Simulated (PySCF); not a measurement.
Record of a relaxation.

Compound: Si(CN)2Me2, C4H6N2Si.
Bonds: Si1–C2, Si1–C4, Si1–C6, Si1–C10, C2–N3, C4–N5. Hydrogens: H7, H8, H9 on C6; H11, H12, H13 on C10.

Computed by this run: PySCF 2.14.0, PBE0-D3(BJ)/def2-SVP geometry optimisation, gas phase; density fitting, grid level 1; the optimiser is geomeTRIC in internal coordinates, started from a GFN2-xTB structure with every atom displaced at random (about 0.03 Å). The frame can shift and turn from step to step; on so coarse a grid that alone can change the energy by a few meV, and forces under 0.02 eV/Å are noise.

Step 0: E = -15082.5337 eV, largest atomic force 20.892 eV/Å
```
atom  x, y, z in Å  |  force x, y, z in eV/Å
Si1     0.272   -0.076    0.164   -0.598   2.204  -0.863
C2      0.298   -0.017    2.017    0.167  -0.203  -4.968
N3      0.307   -0.017    3.141   -0.017   0.059   5.010
C4      2.108    0.003   -0.393  -19.625   0.188   7.162
N5      3.090   -0.031   -0.764   18.447  -0.493  -6.894
C6     -0.629    1.618   -0.440    1.415  -1.169   1.428
H7     -0.549    1.685   -1.515   -0.230  -0.047  -0.734
H8     -0.084    2.496   -0.029   -0.174  -0.379  -0.009
H9     -1.669    1.650   -0.079    0.044  -0.104  -0.173
C10    -0.630   -1.605   -0.409   -0.209   0.295  -1.615
H11    -1.661   -1.686   -0.024    0.213   0.196   0.304
H12    -0.055   -2.474   -0.093    0.064  -0.485  -0.085
H13    -0.766   -1.598   -1.554    0.505  -0.062   1.437
```

Step 1: E = -15083.8647 eV, largest atomic force 3.309 eV/Å
```
atom  x, y, z in Å  |  force x, y, z in eV/Å
Si1     0.227   -0.020    0.148   -0.343   0.413  -0.024
C2      0.279    0.008    2.004    0.098  -0.129  -0.154
N3      0.294    0.000    3.161   -0.030   0.035   0.266
C4      1.996    0.016   -0.397   -2.980  -0.130   1.075
N5      3.060   -0.020   -0.793    3.109  -0.021  -1.135
C6     -0.589    1.559   -0.422    0.359  -0.186   0.102
H7     -0.535    1.620   -1.520   -0.161   0.041   0.011
H8     -0.046    2.418    0.000   -0.072   0.043  -0.012
H9     -1.629    1.581   -0.072   -0.089   0.076  -0.104
C10    -0.619   -1.567   -0.427    0.064  -0.133  -0.030
H11    -1.638   -1.624   -0.016    0.022   0.009   0.123
H12    -0.055   -2.462   -0.123   -0.076  -0.001  -0.021
H13    -0.715   -1.560   -1.521    0.099  -0.017  -0.098
```

Step 2: E = -15083.9172 eV, largest atomic force 0.842 eV/Å
```
atom  x, y, z in Å  |  force x, y, z in eV/Å
Si1     0.215   -0.008    0.148   -0.073   0.112   0.034
C2      0.281   -0.003    2.009    0.055  -0.050   0.045
N3      0.296   -0.018    3.169   -0.023   0.019  -0.059
C4      1.992   -0.003   -0.400   -0.793  -0.070   0.263
N5      3.074   -0.041   -0.798    0.794   0.019  -0.278
C6     -0.591    1.570   -0.423    0.113  -0.045   0.038
H7     -0.559    1.637   -1.521   -0.046  -0.003  -0.006
H8     -0.058    2.438   -0.007   -0.018   0.019   0.001
H9     -1.638    1.606   -0.086   -0.024   0.013  -0.025
C10    -0.612   -1.570   -0.426   -0.007  -0.007  -0.060
H11    -1.627   -1.627   -0.004    0.001  -0.011   0.010
H12    -0.050   -2.462   -0.116    0.002   0.011   0.021
H13    -0.693   -1.571   -1.524    0.019  -0.008   0.016
```

Step 3: E = -15083.9220 eV, largest atomic force 0.053 eV/Å
```
atom  x, y, z in Å  |  force x, y, z in eV/Å
Si1     0.210   -0.003    0.148   -0.008   0.003   0.028
C2      0.283   -0.009    2.009    0.030  -0.021   0.024
N3      0.297   -0.024    3.168   -0.015   0.011  -0.031
C4      1.987   -0.011   -0.402   -0.029  -0.043  -0.011
N5      3.076   -0.043   -0.800    0.031   0.028  -0.002
C6     -0.591    1.574   -0.421    0.011   0.029   0.005
H7     -0.567    1.639   -1.520   -0.004  -0.008  -0.002
H8     -0.060    2.446   -0.010   -0.005   0.000  -0.004
H9     -1.639    1.615   -0.088   -0.001  -0.004   0.002
C10    -0.611   -1.569   -0.426   -0.020   0.014  -0.006
H11    -1.627   -1.632   -0.006   -0.002  -0.009  -0.013
H12    -0.045   -2.456   -0.106    0.011   0.006   0.017
H13    -0.684   -1.577   -1.524    0.002  -0.007  -0.006
```

Step 4: E = -15083.9225 eV, largest atomic force 0.091 eV/Å
```
atom  x, y, z in Å  |  force x, y, z in eV/Å
Si1     0.209   -0.003    0.149   -0.005   0.008   0.008
C2      0.286   -0.011    2.009    0.020  -0.013   0.001
N3      0.297   -0.024    3.168   -0.010   0.008  -0.004
C4      1.986   -0.014   -0.405    0.074  -0.030  -0.044
N5      3.075   -0.040   -0.801   -0.079   0.022   0.035
C6     -0.590    1.576   -0.420    0.000   0.012   0.004
H7     -0.570    1.638   -1.519    0.001  -0.006   0.000
H8     -0.059    2.448   -0.012    0.001  -0.001  -0.003
H9     -1.638    1.617   -0.085    0.002  -0.004   0.005
C10    -0.612   -1.570   -0.426   -0.013   0.011  -0.003
H11    -1.629   -1.635   -0.010   -0.001  -0.003  -0.010
H12    -0.044   -2.453   -0.100    0.004   0.002   0.009
H13    -0.680   -1.582   -1.525    0.006  -0.005   0.002
```

Step 5: E = -15083.9230 eV, largest atomic force 0.112 eV/Å
```
atom  x, y, z in Å  |  force x, y, z in eV/Å
Si1     0.207   -0.004    0.149    0.003   0.002  -0.007
C2      0.289   -0.014    2.008    0.006  -0.006  -0.015
N3      0.297   -0.023    3.168   -0.004   0.003   0.018
C4      1.983   -0.016   -0.409    0.101  -0.009  -0.044
N5      3.073   -0.030   -0.805   -0.105   0.008   0.040
C6     -0.589    1.577   -0.417   -0.015   0.001   0.001
H7     -0.575    1.635   -1.517    0.002   0.000   0.001
H8     -0.055    2.450   -0.014    0.005  -0.002  -0.002
H9     -1.635    1.620   -0.078    0.003   0.001   0.004
C10    -0.614   -1.570   -0.427    0.002   0.000   0.007
H11    -1.634   -1.637   -0.019   -0.002   0.005  -0.003
H12    -0.045   -2.450   -0.091   -0.006  -0.004  -0.001
H13    -0.672   -1.589   -1.525    0.009  -0.002   0.001
```

Step 6: E = -15083.9232 eV, largest atomic force 0.050 eV/Å
```
atom  x, y, z in Å  |  force x, y, z in eV/Å
Si1     0.207   -0.005    0.149    0.002   0.005  -0.011
C2      0.292   -0.016    2.008    0.000  -0.001  -0.011
N3      0.298   -0.022    3.167    0.000   0.000   0.014
C4      1.981   -0.017   -0.413    0.045   0.004  -0.017
N5      3.072   -0.024   -0.808   -0.047  -0.001   0.017
C6     -0.589    1.578   -0.416   -0.011  -0.012   0.002
H7     -0.579    1.633   -1.515    0.000   0.003   0.001
H8     -0.052    2.450   -0.016    0.005  -0.001  -0.001
H9     -1.634    1.621   -0.072    0.002   0.003   0.002
C10    -0.614   -1.571   -0.426    0.008  -0.005   0.007
H11    -1.637   -1.637   -0.026   -0.002   0.007  -0.001
H12    -0.048   -2.449   -0.084   -0.009  -0.003  -0.003
H13    -0.665   -1.593   -1.526    0.007   0.000   0.000
```

Step 7: E = -15083.9233 eV, largest atomic force 0.024 eV/Å
```
atom  x, y, z in Å  |  force x, y, z in eV/Å
Si1     0.207   -0.006    0.148    0.004  -0.003  -0.006
C2      0.294   -0.017    2.008   -0.004   0.003  -0.001
N3      0.299   -0.021    3.167    0.003  -0.002   0.003
C4      1.981   -0.017   -0.417   -0.018   0.012   0.010
N5      3.070   -0.017   -0.812    0.018  -0.006  -0.009
C6     -0.589    1.577   -0.414   -0.007  -0.009   0.000
H7     -0.583    1.632   -1.513   -0.002   0.003   0.001
H8     -0.048    2.448   -0.017    0.003   0.000   0.000
H9     -1.632    1.623   -0.065    0.001   0.004   0.001
C10    -0.615   -1.572   -0.426    0.009  -0.007   0.003
H11    -1.641   -1.633   -0.033   -0.002   0.006  -0.001
H12    -0.054   -2.451   -0.078   -0.007  -0.002   0.000
H13    -0.657   -1.598   -1.526    0.003   0.001   0.000
```

Problem. Summarise the path.

Solution. The energy falls by 1.3897 eV from step 0 to step 7; nine tenths of that is first reached at step 1. It falls at every step. The largest force goes from 20.892 to 0.024 eV/Å. Among the bonds Si1–C6 changes most, from 2.011 to 1.859 Å; the atoms move by 0.069 Å rms after alignment.

Problem. Follow the three bonds and two angles with the largest change from start to end.

Solution. 
```csv
step,E above end (eV),largest force (eV/Å),Si1–C6 (Å),C4–N5 (Å),Si1–C4 (Å),C4–Si1–C10 (°),H11–C10–H13 (°)
0,1.3897,20.892,2.011,1.050,1.920,114.0,103.7
1,0.0586,3.309,1.867,1.135,1.852,111.2,107.0
2,0.0061,0.842,1.862,1.153,1.860,109.6,108.3
3,0.0013,0.053,1.858,1.159,1.861,109.1,108.6
4,0.0008,0.091,1.859,1.160,1.861,108.9,108.6
5,0.0003,0.112,1.859,1.160,1.861,108.8,108.6
6,0.0001,0.050,1.859,1.160,1.861,108.8,108.6
7,0.0000,0.024,1.859,1.159,1.861,108.8,108.7
```

The cost below is that of the whole optimisation. Hardware: an Arm Neoverse V1 with one thread, no GPU, on a shared host. Cost: 55 s wall, 0.49 GiB resident at most.
